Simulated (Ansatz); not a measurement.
Total energies of AlFH3Sb, SMILES `[F][SbH][AlH2]`.

```xyz
6

F    -2.1741    0.8413   -0.6250
Sb   -0.3592    1.5118   -0.5670
Al    0.7295   -0.8870   -0.0799
H    -0.3403    1.6771    1.1487
H     2.2585   -0.9242    0.3552
H    -0.1145   -2.2189   -0.2321
```

Total charge 0; spin multiplicity 1. Correlated methods include outer-core shells of Sb, which these sets cover unevenly. Sb: def2 effective core potential. The structure was optimised at the PBE0-D4/def2-TZVP level. Basis def2-TZVPP, Ansatz 0.2.0.

RPA on PBE orbitals: Hartree–Fock energy of these orbitals -582.37229 Eh, correlation -1.04546 Eh (frozen core).

```json
{"functional": "LDA (SPW92)", "energy without D4 (Eh)": "-582.30357", "D4 term (kJ/mol)": "–"}
{"functional": "BLYP", "energy without D4 (Eh)": "-584.33399", "D4 term (kJ/mol)": "-23.2"}
{"functional": "r2SCAN", "energy without D4 (Eh)": "-584.41005", "D4 term (kJ/mol)": "-2.4"}
{"functional": "PBE0", "energy without D4 (Eh)": "-584.17888", "D4 term (kJ/mol)": "-9.3"}
{"functional": "B3LYP", "energy without D4 (Eh)": "-584.49833", "D4 term (kJ/mol)": "-18.0"}
{"functional": "CAM-B3LYP", "energy without D4 (Eh)": "-584.35812", "D4 term (kJ/mol)": "-9.8"}
{"functional": "LC-ωPBE", "energy without D4 (Eh)": "-584.28019", "D4 term (kJ/mol)": "–"}
{"functional": "ωB97X-V", "energy without D4 (Eh)": "-584.29289", "D4 term (kJ/mol)": "–"}
{"functional": "ωB97M-V", "energy without D4 (Eh)": "-584.29662", "D4 term (kJ/mol)": "–"}
{"functional": "PBE-QIDH", "energy without D4 (Eh)": "-583.87572", "D4 term (kJ/mol)": "–"}
```

Question: Give the same for PBE, revPBE, B97M-V, r2SCANh, r2SCAN0, HSE06 (plane-wave form), BHLYP, B2PLYP. (An estimate is asked.)

Answer: The calculation gave: 
```csv
functional,energy without D4 (Eh),D4 term (kJ/mol)
PBE,-584.14621,-11.0
revPBE,-584.34827,-26.9
B97M-V,-584.29766,–
r2SCANh,-584.38894,-2.7
r2SCAN0,-584.35832,-3.0
HSE06 (plane-wave form),-584.16661,-8.9
BHLYP,-584.28396,-16.8
B2PLYP,-584.00500,–
```

B3LYP takes the VWN-RPA correlation (the form of Gaussian; ORCA's B3LYP/G). HSE06 is the plane-wave form, built on full-range PBE exchange. The double hybrids freeze the cores in their second-order part.

LC-ωPBE has ω = 0.4 bohr⁻¹.
